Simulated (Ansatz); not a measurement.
Basis-set extrapolation for C3H4OSi, SMILES `C#C[SiH2]C=O` (PBE0-D4/def2-TZVP geometry, frozen core, Ansatz 0.2.0). Multiplicity 1, RHF reference.

```tsv
	def2-TZVPP	def2-QZVPP
HF	-479.737205	-479.754459
MP2 correlation	-0.799530	-0.856322
CCSD(T) correlation	-0.869076	not run
```

Energies in hartree. Use E(X) = E(∞) + A·exp(−7.88·√X) for Hartree–Fock and E(X) = E(∞) + B·X^(−2.97) for correlation, with X = 3 and 4, and add CCSD(T) minus MP2 of the smaller set to the MP2 limit.

**Question.** What is the CCSD(T) energy at the basis-set limit?

**Answer.** HF limit: -479.754459 + (-0.017254) × 0.13774 = -479.75684. MP2 limit: -0.856322 + (-0.056792) × 0.74074 = -0.89839. Higher-order term: -0.869076 − (-0.799530) = -0.06955. Total: -480.72478 hartree, 3.22 eV below CCSD(T)/def2-TZVPP.
